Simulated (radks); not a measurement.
All-electron atom: the oxygen ion O4+ in [He] 2s2. All-electron calculation, non-relativistic Kohn-Sham, LB94 model potential, spin-unpolarised, spherical densities, point nucleus. Program: a radial shooting solver on a logarithmic mesh with Libxc functionals.

X-ray form factor f0, the Fourier transform of the density (f0(0) = 4):

sin(theta)/lambda (1/angstrom)  f0 (electrons)
0.05                                     3.961
0.1                                      3.847
0.15                                     3.670
0.2                                      3.449
0.25                                     3.201
0.3                                      2.946
0.4                                      2.474
0.5                                      2.103
0.6                                      1.843
0.8                                      1.553
1                                        1.390
1.25                                     1.211
1.5                                      1.027
2                                        0.697
